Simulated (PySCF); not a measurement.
# Partial charges of `C=C(C)P(C)C(C)(C)C`

Compound: C8H17P.
Cartesian coordinates in Å at the GFN2-xTB level; atoms count from 1:
```xyz
26
C8H17P angstrom
C      1.9951   -1.8293   -0.0653
C      1.6820   -0.5425   -0.1693
C      2.5385    0.5270    0.4365
P      0.2055   -0.1379   -1.1953
C      0.4165    1.6899   -1.4080
C     -1.1673   -0.2069    0.1246
C     -2.3993    0.4711   -0.4742
C     -0.8065    0.4372    1.4585
C     -1.4663   -1.6900    0.3428
H      1.4091   -2.5923   -0.5509
H      2.8457   -2.1728    0.5039
H      3.3178    0.0786    1.0508
H      3.0168    1.1149   -0.3462
H      1.9559    1.2052    1.0561
H      1.3253    1.8550   -1.9849
H     -0.4226    2.0619   -1.9932
H      0.4776    2.2367   -0.4704
H     -3.2696    0.2952    0.1576
H     -2.6095    0.0694   -1.4648
H     -2.2560    1.5459   -0.5594
H     -1.6526    0.3574    2.1413
H     -0.5743    1.4941    1.3459
H      0.0426   -0.0676    1.9142
H     -1.7071   -2.1718   -0.6034
H     -2.3125   -1.8118    1.0179
H     -0.6058   -2.1939    0.7785
```

Density: PBE0/pcSseg-1 (PySCF); schemes: Mulliken, IAO, Hirshfeld and ESP-fitted. Geometry: GFN2-xTB, one conformer, isolated molecule.

What partial charge does each atom carry?

In e; atoms taken as equivalent share a row and are averaged (×n: the atom named and its like, n in all):

| atom | environment | Mulliken | IAO | Hirshfeld | ESP-fitted |
| --- | --- | --- | --- | --- | --- |
| C1 | terminal =CH2 carbon | -0.059 | -0.321 | -0.106 | -0.819 |
| C2 | fully substituted alkene carbon | -0.614 | -0.166 | -0.034 | +0.704 |
| C3 | allylic carbon | -0.154 | -0.417 | -0.118 | -0.632 |
| P4 | phosphine phosphorus | +0.465 | +0.463 | +0.153 | -0.485 |
| C5 | sp3 carbon bound to phosphorus | -0.503 | -0.610 | -0.168 | -0.225 |
| C6 | sp3 carbon bound to phosphorus | -0.734 | -0.099 | -0.011 | +0.696 |
| C7/C8/C9 | methyl carbon | -0.156 | -0.415 | -0.124 | -0.626 |
| H10 | vinylic hydrogen | +0.113 | +0.147 | +0.040 | +0.253 |
| H11 | vinylic hydrogen | +0.103 | +0.140 | +0.043 | +0.248 |
| H12/H13/H14 | methyl hydrogen | +0.123 | +0.146 | +0.044 | +0.159 |
| H15/H16/H17 | methyl hydrogen | +0.146 | +0.149 | +0.041 | +0.089 |
| H18 (×9) | methyl hydrogen | +0.116 | +0.135 | +0.036 | +0.155 |

Mean size of the charges over all atoms: ESP-fitted 0.311 e, IAO 0.220 e, Mulliken 0.195 e, Hirshfeld 0.062 e. Each set sums to the total charge, 0, to within 0.001 e. The Mulliken scheme counts on each atom the diagonal of the density matrix times the overlap matrix over that atom's basis functions.

Some averages cover members that differ in this geometry: C7/C8/C9, ESP-fitted -0.734 to -0.507; H15/H16/H17, ESP-fitted +0.017 to +0.131; H18 (×9), ESP-fitted +0.112 to +0.207; H12/H13/H14, ESP-fitted +0.138 to +0.174 e.

Lowest charge. The schemes don't all agree: Mulliken C6 (-0.734); IAO C5 (-0.610); Hirshfeld C5 (-0.168); ESP-fitted C1 (-0.819).

Highest charge. The schemes don't all agree: Mulliken P4 (+0.465); IAO P4 (+0.463); Hirshfeld P4 (+0.153); ESP-fitted C2 (+0.704).

Sum the charges by element, for elements with more than one atom.

| element | atoms | Mulliken | IAO | Hirshfeld | ESP-fitted |
| --- | --- | --- | --- | --- | --- |
| C | 8 | -2.533 | -2.857 | -0.809 | -2.153 |
| H | 17 | +2.067 | +2.393 | +0.657 | +2.638 |

How many electrons does the Mulliken scheme count on C3?

Z − q = 6 − (-0.154) = 6.154.

How closely do the schemes follow one another over all atoms?

Correlation coefficient and root-mean-square difference: IAO with Hirshfeld 1.00, 0.184 e; Mulliken with IAO 0.72, 0.192 e; Mulliken with Hirshfeld 0.68, 0.215 e; Hirshfeld with ESP-fitted 0.56, 0.355 e; IAO with ESP-fitted 0.53, 0.336 e; Mulliken with ESP-fitted -0.12, 0.494 e.

These values come from a run that also computed NMR shieldings. Hardware: one thread, Arm Neoverse V1 (aarch64), shared host. Cost: 61 s, 1.1 GiB resident at most.
